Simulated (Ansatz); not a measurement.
System: C2H7AlO3, charge 0, multiplicity 1. 
Coordinates optimised at B3LYP-D3(BJ)/def2-TZVP (Ansatz, a program for electronic structure):
SMILES: [O]([Al]([OH])[O]C)C
```xyz
13

C      2.2999    -1.0068     0.8950
O      1.4892     0.1393     0.7668
Al    -0.0230     0.4284     0.0901
O     -0.7029     1.9794     0.1222
O     -0.8738    -0.8313    -0.6274
C     -2.1230    -0.9436    -1.2695
H      1.8347    -1.8948     0.4556
H      3.2598    -0.8393     0.3985
H      2.4941    -1.2071     1.9524
H     -0.2616     2.7319     0.5178
H     -2.7483    -1.6680    -0.7401
H     -2.6578     0.0106    -1.3072
H     -1.9826    -1.3002    -2.2939
```
Charge 0, spin multiplicity 1.

Total electronic energies in hartree. Valence correlation only, unless marked. Spin-orbit coupling is left out. No relativistic terms. Basis-set limits of correlation are two-point, X^-3; Hartree-Fock from the larger set.

| level | program | energy (Eh) |
|---|---|---|
| SVWN5/def2-TZVPD | Ansatz | -545.40716 |
| BLYP-D4/def2-TZVPD | Ansatz + dftd4 | -548.75843 |
| revPBE-D3(BJ)/def2-TZVPD | Ansatz + dftd3 | -548.67132 |
| revPBE-D4/def2-TZVPD | Ansatz + dftd4 | -548.67762 |
| r2SCAN-D4/def2-TZVPD | Ansatz + dftd4 | -548.62918 |
| BHLYP/def2-TZVPD | Ansatz | [?] |
| SCS-MP2/aug-cc-pV(T+d)Z | Ansatz | -547.76599 |
| CCSD(T)/STO-3G | Ansatz | -539.83262 |
| CCSD(T)/CBS(cc-pV(T+d)Z,cc-pV(Q+d)Z) | Ansatz | -547.9851 |

Fill in the missing entries.


- BHLYP/def2-TZVPD, energy (Eh): -548.65898
